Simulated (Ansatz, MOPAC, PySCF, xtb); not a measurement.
Potential energy curve for F3Ti, SMILES [F][Ti]([F])[F], doublet. The Ti1–F4 bond (Ti1 also carries F, F; F4 carries nothing else) is pulled apart rigidly from the PBE0/def2-TZVP optimised geometry. Each curve is given relative to its own lowest point near equilibrium.

```
R / Å      A      B      C      D
-----  -----  -----  -----  -----
1.47   170.8  205.4   61.6  170.2
1.54    95.3  105.3   20.6   78.5
1.65    25.8   23.2    0.0   10.6
1.73     3.9    2.2    3.3    0.0
1.77     0.0    0.0    8.3    2.7
1.82     0.6    3.0   16.5   11.6
1.89     9.7   15.5   30.7   31.4
1.98    32.3   40.8   51.7   65.0
2.12    82.7   91.4   87.9  126.0
2.35   180.0  182.4  150.7  230.3
2.59   278.2  271.5  214.7  329.7
2.92   392.7  375.6  289.9  440.5
3.27   485.2  455.7  351.1  524.9
3.73       —  517.2  405.0  594.2
4.31       —  554.2  440.8  639.1
5.16       —  576.9      —  667.0
```

Energies in kJ/mol.

Question: Which curve belongs to which method? The methods are xtb 6.7.1 with GFN1-xTB; PM6, unrestricted, heats of formation (MOPAC); unrestricted LDA (SVWN5)/6-31G*, spherical d in PySCF; unrestricted PBE0/def2-TZVP in Ansatz (an electronic-structure program).

Answer: A is PM6; B is UKS-PBE0; C is GFN1-xTB; D is UKS-LDA (SVWN5)/6-31G*.

Dashes: no converged value, or the column stops at the first point that the program doubted or that broke a chosen test of continuity, which isn't proof of a fault.

The unrestricted determinant behind UKS-LDA (SVWN5)/6-31G* is spin-contaminated at 2.92 to 5.16 Å (<S²> up to 1.4, against 0.75 for a pure doublet). The unrestricted determinant behind UKS-PBE0 is spin-contaminated at 3.27 to 5.16 Å (<S²> up to 1.5, against 0.75 for a pure doublet).
